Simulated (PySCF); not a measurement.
BH5N2Si, BH4NO, BH5NOSi, B2ClH3N and others (calculated)

Computed with PySCF 2.14.0. Calculation on a computer-drawn molecule: the log of a Hartree-Fock and frozen-core CCSD(T) single point meant for a local Hartree-Fock minimum, with one planted fault or none, to be diagnosed. Offsets are logged minus clean, where the clean run is the same molecule without the fault. The reference is restricted for singlets and unrestricted otherwise, and also for a bond in bohr or an excited solution. Adding or removing an electron swaps singlet and doublet. The excited solution moves the top pair (singlet) or top alpha electron (doublet) to the lowest empty orbital. Highest occupied and lowest empty are orbital energies over both spins, largest force is the largest gradient component, triples share is (T) over the correlation energy, the T1 limit is 0.02 restricted and 0.045 unrestricted, electrons count all cores, a negative frequency is imaginary (commonest isotopes), and the dipole is about the centre of nuclear charge.

Common to all runs: logged SCF converged yes; possible faults no fault, one electron removed, one electron added, multiplicity raised by two, geometry at a saddle point, SCF held on an excited solution, minimal basis STO-3G, one bond length entered in bohr, all coordinates scaled.

(1) 
```xyz
9
formula=BH5N2Si meant_charge=0 meant_multiplicity=1 meant_basis=cc-pV(D+d)Z logged_electrons=39 logged_basis_functions=90 logged_spin_squared=0.7701 logged_highest_occupied=0.38462 logged_lowest_empty=8.8902 logged_largest_force=0.10004 logged_T1_diagnostic=0.016496 logged_D1_diagnostic=0.057107 logged_triples_share=0.030253 logged_CC_converged=yes logged_dipole_magnitude=4.1607 logged_SCF_stable_within_its_kind=yes logged_energy_HF=-425.4359 logged_energy_CCSD(T)=-426.01499 planted_fault=one_electron_added HF_energy_offset_from_clean_run=27.4 CCSD(T)_energy_offset_from_clean_run=22.62
N     -0.3814    -0.1626    -0.0645
B      0.4738     0.4592    -0.9941
N      0.2349     0.4292    -2.3874
Si     0.0319     0.4347    -3.9199
H     -1.2047    -0.6606    -0.3304
H     -0.2116    -0.1409     0.9173
H      1.4433     1.0350    -0.5617
H      0.5657    -0.5901    -4.8338
H     -0.7299     1.4592    -4.6549
```

Units: logged_highest_occupied, logged_lowest_empty in eV; logged_largest_force in hartree/bohr; logged_dipole_magnitude in debye; logged_energy_HF, logged_energy_CCSD(T) in hartree; HF_energy_offset_from_clean_run, CCSD(T)_energy_offset_from_clean_run in kcal/mol.

Drawn bonds:
```csv
atom,other atom,order
1,2,1
2,3,1
3,4,2
1,5,1
1,6,1
2,7,1
4,8,1
4,9,1
```

Notes: highest electron not bound in this basis.

(2) 
```xyz
9
formula=BH5N2Si meant_charge=0 meant_multiplicity=1 meant_basis=cc-pV(D+d)Z logged_electrons=38 logged_basis_functions=90 logged_spin_squared=0 logged_highest_occupied=-9.8427 logged_lowest_empty=1.9972 logged_largest_force=0.01256 logged_T1_diagnostic=0.01714 logged_D1_diagnostic=0.057267 logged_triples_share=0.031092 logged_CC_converged=yes logged_dipole_magnitude=2.1917 logged_SCF_stable_within_its_kind=yes logged_energy_HF=-425.4785 logged_energy_CCSD(T)=-426.04743 planted_fault=all_coordinates_scaled,by_-1.0_% HF_energy_offset_from_clean_run=0.6743 CCSD(T)_energy_offset_from_clean_run=2.26
N     -0.3776    -0.1610    -0.0639
B      0.4690     0.4546    -0.9842
N      0.2326     0.4249    -2.3635
Si     0.0315     0.4303    -3.8807
H     -1.1927    -0.6540    -0.3271
H     -0.2095    -0.1394     0.9081
H      1.4288     1.0247    -0.5561
H      0.5601    -0.5842    -4.7854
H     -0.7226     1.4446    -4.6084
```

Units: logged_highest_occupied, logged_lowest_empty in eV; logged_largest_force in hartree/bohr; logged_dipole_magnitude in debye; logged_energy_HF, logged_energy_CCSD(T) in hartree; HF_energy_offset_from_clean_run, CCSD(T)_energy_offset_from_clean_run in kcal/mol.

Drawn bonds:
```csv
atom,other atom,order
1,2,1
2,3,1
3,4,2
1,5,1
1,6,1
2,7,1
4,8,1
4,9,1
```

(3) 
```xyz
9
formula=BH5N2Si meant_charge=0 meant_multiplicity=1 meant_basis=cc-pV(D+d)Z logged_electrons=38 logged_basis_functions=90 logged_spin_squared=0.9355 logged_highest_occupied=-9.2123 logged_lowest_empty=1.2517 logged_largest_force=0.013099 logged_T1_diagnostic=0.043538 logged_D1_diagnostic=0.1726 logged_triples_share=0.038039 logged_CC_converged=yes logged_dipole_magnitude=1.7005 logged_SCF_stable_within_its_kind=yes logged_energy_HF=-425.37296 logged_energy_CCSD(T)=-425.93373 planted_fault=one_bond_length_entered_in_bohr,row_8_of_the_drawn_bonds HF_energy_offset_from_clean_run=66.9 CCSD(T)_energy_offset_from_clean_run=73.61
N     -0.3814    -0.1626    -0.0645
B      0.4738     0.4592    -0.9941
N      0.2349     0.4292    -2.3874
Si     0.0319     0.4347    -3.9199
H     -1.2047    -0.6606    -0.3304
H     -0.2116    -0.1409     0.9173
H      1.4433     1.0350    -0.5617
H      0.5657    -0.5901    -4.8338
H     -1.4077     2.3708    -5.3089
```

Units: logged_highest_occupied, logged_lowest_empty in eV; logged_largest_force in hartree/bohr; logged_dipole_magnitude in debye; logged_energy_HF, logged_energy_CCSD(T) in hartree; HF_energy_offset_from_clean_run, CCSD(T)_energy_offset_from_clean_run in kcal/mol.

Drawn bonds:
```csv
atom,other atom,order
1,2,1
2,3,1
3,4,2
1,5,1
1,6,1
2,7,1
4,8,1
4,9,1
```

(4) 
```xyz
9
formula=BH5N2Si meant_charge=0 meant_multiplicity=1 meant_basis=cc-pV(D+d)Z logged_electrons=38 logged_basis_functions=90 logged_spin_squared=2.0293 logged_highest_occupied=-6.3565 logged_lowest_empty=0.096566 logged_largest_force=0.1754 logged_T1_diagnostic=0.017904 logged_D1_diagnostic=0.076449 logged_triples_share=0.026195 logged_CC_converged=yes logged_dipole_magnitude=2.629 logged_SCF_stable_within_its_kind=yes logged_energy_HF=-425.38664 logged_energy_CCSD(T)=-425.91502 planted_fault=multiplicity_raised_by_two HF_energy_offset_from_clean_run=58.31 CCSD(T)_energy_offset_from_clean_run=85.35
N     -0.3814    -0.1626    -0.0645
B      0.4738     0.4592    -0.9941
N      0.2349     0.4292    -2.3874
Si     0.0319     0.4347    -3.9199
H     -1.2047    -0.6606    -0.3304
H     -0.2116    -0.1409     0.9173
H      1.4433     1.0350    -0.5617
H      0.5657    -0.5901    -4.8338
H     -0.7299     1.4592    -4.6549
```

Units: logged_highest_occupied, logged_lowest_empty in eV; logged_largest_force in hartree/bohr; logged_dipole_magnitude in debye; logged_energy_HF, logged_energy_CCSD(T) in hartree; HF_energy_offset_from_clean_run, CCSD(T)_energy_offset_from_clean_run in kcal/mol.

Drawn bonds:
```csv
atom,other atom,order
1,2,1
2,3,1
3,4,2
1,5,1
1,6,1
2,7,1
4,8,1
4,9,1
```

(5) 
```xyz
7
formula=BH4NO meant_charge=0 meant_multiplicity=1 meant_basis=cc-pVDZ logged_electrons=24 logged_basis_functions=62 logged_spin_squared=0 logged_highest_occupied=-11.234 logged_lowest_empty=4.6833 logged_largest_force=0.032118 logged_T1_diagnostic=0.014048 logged_D1_diagnostic=0.051476 logged_triples_share=0.024236 logged_CC_converged=yes logged_dipole_magnitude=2.9056 logged_SCF_stable_within_its_kind=yes logged_energy_HF=-156.4209 logged_energy_CCSD(T)=-156.90904 planted_fault=all_coordinates_scaled,by_+3.6_% HF_energy_offset_from_clean_run=5.25 CCSD(T)_energy_offset_from_clean_run=1.294
N     -0.2818     0.2982    -1.0443
B     -1.1227    -0.1542     0.0539
O     -2.5229     0.0391     0.0976
H      0.7395     0.1426    -1.0481
H     -0.6283     0.7963    -1.8827
H     -0.6049    -0.7448     1.0171
H     -2.8955     0.5077    -0.6767
```

Units: logged_highest_occupied, logged_lowest_empty in eV; logged_largest_force in hartree/bohr; logged_dipole_magnitude in debye; logged_energy_HF, logged_energy_CCSD(T) in hartree; HF_energy_offset_from_clean_run, CCSD(T)_energy_offset_from_clean_run in kcal/mol.

Drawn bonds:
```csv
atom,other atom,order
1,2,1
2,3,1
1,4,1
1,5,1
2,6,1
3,7,1
```

(6) 
```xyz
7
formula=BH4NO meant_charge=0 meant_multiplicity=1 meant_basis=cc-pVDZ logged_electrons=24 logged_basis_functions=62 logged_spin_squared=0.7252 logged_highest_occupied=-10.999 logged_lowest_empty=2.2862 logged_largest_force=0.030495 logged_T1_diagnostic=0.064337 logged_D1_diagnostic=0.28617 logged_triples_share=0.033675 logged_CC_converged=yes logged_dipole_magnitude=2.7414 logged_SCF_stable_within_its_kind=yes logged_energy_HF=-156.27553 logged_energy_CCSD(T)=-156.75744 planted_fault=one_bond_length_entered_in_bohr,row_3_of_the_drawn_bonds HF_energy_offset_from_clean_run=96.47 CCSD(T)_energy_offset_from_clean_run=96.42
N     -0.2720     0.2878    -1.0080
B     -1.0837    -0.1488     0.0520
O     -2.4353     0.0378     0.0942
H      1.5910     0.0041    -1.0149
H     -0.6064     0.7686    -1.8173
H     -0.5839    -0.7189     0.9818
H     -2.7948     0.4900    -0.6532
```

Units: logged_highest_occupied, logged_lowest_empty in eV; logged_largest_force in hartree/bohr; logged_dipole_magnitude in debye; logged_energy_HF, logged_energy_CCSD(T) in hartree; HF_energy_offset_from_clean_run, CCSD(T)_energy_offset_from_clean_run in kcal/mol.

Drawn bonds:
```csv
atom,other atom,order
1,2,1
2,3,1
1,4,1
1,5,1
2,6,1
3,7,1
```

Notes: T1 above single-reference limit.

(7) 
```xyz
9
formula=BH5NOSi meant_charge=0 meant_multiplicity=2 meant_basis=cc-pV(D+d)Z logged_electrons=39 logged_basis_functions=90 logged_spin_squared=1.3641 logged_highest_occupied=-8.9809 logged_lowest_empty=1.5743 logged_largest_force=0.022265 logged_T1_diagnostic=0.057891 logged_D1_diagnostic=0.27114 logged_triples_share=0.030451 logged_CC_converged=yes logged_dipole_magnitude=2.9692 logged_SCF_stable_within_its_kind=yes logged_energy_HF=-445.81764 logged_energy_CCSD(T)=-446.39332 planted_fault=one_bond_length_entered_in_bohr,row_6_of_the_drawn_bonds HF_energy_offset_from_clean_run=78.03 CCSD(T)_energy_offset_from_clean_run=76.07
N     -0.7839    -1.1659    -1.7545
B      0.5251    -0.8029    -1.4160
O      0.8924    -0.4530    -0.1403
Si     0.2800    -0.3853     1.3848
H     -1.5510    -1.1723    -1.1147
H     -1.0363    -1.4046    -2.6894
H      2.1196    -0.7860    -3.0308
H     -1.1426     0.0496     1.3675
H      1.0905     0.5734     2.1678
```

Units: logged_highest_occupied, logged_lowest_empty in eV; logged_largest_force in hartree/bohr; logged_dipole_magnitude in debye; logged_energy_HF, logged_energy_CCSD(T) in hartree; HF_energy_offset_from_clean_run, CCSD(T)_energy_offset_from_clean_run in kcal/mol.

Drawn bonds:
```csv
atom,other atom,order
1,2,1
2,3,1
3,4,1
1,5,1
1,6,1
2,7,1
4,8,1
4,9,1
```

Notes: T1 above single-reference limit.

(8) 
```xyz
9
formula=BH5NOSi meant_charge=0 meant_multiplicity=2 meant_basis=cc-pV(D+d)Z logged_electrons=39 logged_basis_functions=90 logged_spin_squared=3.7616 logged_highest_occupied=-2.5971 logged_lowest_empty=-0.94777 logged_largest_force=0.10024 logged_T1_diagnostic=0.028485 logged_D1_diagnostic=0.13529 logged_triples_share=0.02702 logged_CC_converged=yes logged_dipole_magnitude=1.5433 logged_SCF_stable_within_its_kind=yes logged_energy_HF=-445.68364 logged_energy_CCSD(T)=-446.2331 planted_fault=multiplicity_raised_by_two HF_energy_offset_from_clean_run=162.1 CCSD(T)_energy_offset_from_clean_run=176.6
N     -0.7839    -1.1659    -1.7545
B      0.5251    -0.8029    -1.4160
O      0.8924    -0.4530    -0.1403
Si     0.2800    -0.3853     1.3848
H     -1.5510    -1.1723    -1.1147
H     -1.0363    -1.4046    -2.6894
H      1.3689    -0.7939    -2.2705
H     -1.1426     0.0496     1.3675
H      1.0905     0.5734     2.1678
```

Units: logged_highest_occupied, logged_lowest_empty in eV; logged_largest_force in hartree/bohr; logged_dipole_magnitude in debye; logged_energy_HF, logged_energy_CCSD(T) in hartree; HF_energy_offset_from_clean_run, CCSD(T)_energy_offset_from_clean_run in kcal/mol.

Drawn bonds:
```csv
atom,other atom,order
1,2,1
2,3,1
3,4,1
1,5,1
1,6,1
2,7,1
4,8,1
4,9,1
```

(9) 
```xyz
7
formula=B2ClH3N meant_charge=1 meant_multiplicity=1 meant_basis=cc-pV(D+d)Z logged_electrons=36 logged_basis_functions=80 logged_spin_squared=0 logged_highest_occupied=-10.22 logged_lowest_empty=-13.202 logged_largest_force=0.31631 logged_CC_converged=no logged_dipole_magnitude=13.641 logged_SCF_stable_within_its_kind=no logged_energy_HF=-564.27268
N      0.4979    -0.9005     2.3319
B     -0.5956    -1.4914     1.7742
B     -1.6900    -0.5499     0.8151
Cl    -2.7641     0.2524    -0.0946
H      0.7578     0.0624     2.2498
H      1.1414    -1.4317     2.8901
H     -0.8845    -2.6394     1.8861
```

Units: logged_highest_occupied, logged_lowest_empty in eV; logged_largest_force in hartree/bohr; logged_dipole_magnitude in debye; logged_energy_HF in hartree.

Drawn bonds:
```csv
atom,other atom,order
1,2,1
2,3,1
3,4,1
1,5,1
1,6,1
2,7,1
```

Notes: CCSD not converged.

(10) 
```xyz
10
formula=CH6AlBN meant_charge=0 meant_multiplicity=2 meant_basis=cc-pV(D+d)Z logged_electrons=37 logged_basis_functions=95 logged_spin_squared=0.766 logged_highest_occupied=-3.4343 logged_lowest_empty=-2.7465 logged_largest_force=0.078615 logged_dipole_magnitude=9.4271 logged_SCF_stable_within_its_kind=no logged_energy_HF=-362.2273
N     -2.9108     0.4225    -0.7636
B     -1.5788     0.1445    -0.4492
C     -0.6278     1.2370     0.1638
Al     1.2399     1.0305     0.6588
H     -3.5298    -0.2572    -1.1529
H     -3.3335     1.3165    -0.6208
H     -1.1834    -0.9737    -0.6675
H     -1.0850     2.2189     0.3247
H      1.9788    -0.3545     0.4598
H      2.0388     2.2559     1.2685
```

Units: logged_highest_occupied, logged_lowest_empty in eV; logged_largest_force in hartree/bohr; logged_dipole_magnitude in debye; logged_energy_HF in hartree.

Drawn bonds:
```csv
atom,other atom,order
1,2,1
2,3,1
3,4,1
1,5,1
1,6,1
2,7,1
3,8,1
4,9,1
4,10,1
```

Notes: coupled-cluster numbers left out as unreliable.

**Q.** Give the missing planted fault for B2ClH3N (entry 9).
**A.** SCF held on an excited solution

**Q.** CH6AlBN (entry 10): planted fault?
**A.** SCF held on an excited solution

Further results for B2ClH3N (entry 9):

| Quantity | Value |
| --- | --- |
| HF energy offset from clean run | 370.1 kcal/mol |

Further results for CH6AlBN (entry 10):

| Quantity | Value |
| --- | --- |
| HF energy offset from clean run | 124.6 kcal/mol |
